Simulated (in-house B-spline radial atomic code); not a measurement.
# Ag5+: [Kr] 4d5 4f1 (an excited or competing configuration)

Method: non-relativistic r2SCAN, spin-polarised, spherical fractional occupations, point nucleus. Calculated with a B-spline radial code for spherical atoms.

Z_r = [3n² - l(l+1)]/(2<r>); Z_e = n√(-2ε); the last column is Slater's effective charge. Values are occupation-weighted means over spin.

```json
{"shell": "1s", "electrons": "2", "ε (eV)": "-24662", "<r> (bohr)": "0.0324", "Z_r": "46.30", "Z_e": "42.57", "Slater": "46.70"}
{"shell": "2s", "electrons": "2", "ε (eV)": "-3644.3", "<r> (bohr)": "0.1404", "Z_r": "42.73", "Z_e": "32.73", "Slater": "42.85"}
{"shell": "2p", "electrons": "6", "ε (eV)": "-3394.2", "<r> (bohr)": "0.12", "Z_r": "41.65", "Z_e": "31.59", "Slater": "42.85"}
{"shell": "3s", "electrons": "2", "ε (eV)": "-739.5", "<r> (bohr)": "0.3799", "Z_r": "35.53", "Z_e": "22.12", "Slater": "35.75"}
{"shell": "3p", "electrons": "6", "ε (eV)": "-638.16", "<r> (bohr)": "0.3722", "Z_r": "33.58", "Z_e": "20.55", "Slater": "35.75"}
{"shell": "3d", "electrons": "10", "ε (eV)": "-451.93", "<r> (bohr)": "0.3449", "Z_r": "30.44", "Z_e": "17.29", "Slater": "25.85"}
{"shell": "4s", "electrons": "2", "ε (eV)": "-169.59", "<r> (bohr)": "0.9184", "Z_r": "26.13", "Z_e": "14.12", "Slater": "19.25"}
{"shell": "4p", "electrons": "6", "ε (eV)": "-136.41", "<r> (bohr)": "0.9701", "Z_r": "23.71", "Z_e": "12.67", "Slater": "19.25"}
{"shell": "4d", "electrons": "5", "ε (eV)": "-85.187", "<r> (bohr)": "1.125", "Z_r": "18.67", "Z_e": "10.01", "Slater": "9.60"}
{"shell": "4f", "electrons": "1", "ε (eV)": "-32.97", "<r> (bohr)": "1.912", "Z_r": "9.41", "Z_e": "6.23", "Slater": "6.00"}
```

The least bound orbital is 4f up at -32.97 eV, and it is also the most diffuse (<r> = 1.912 bohr).
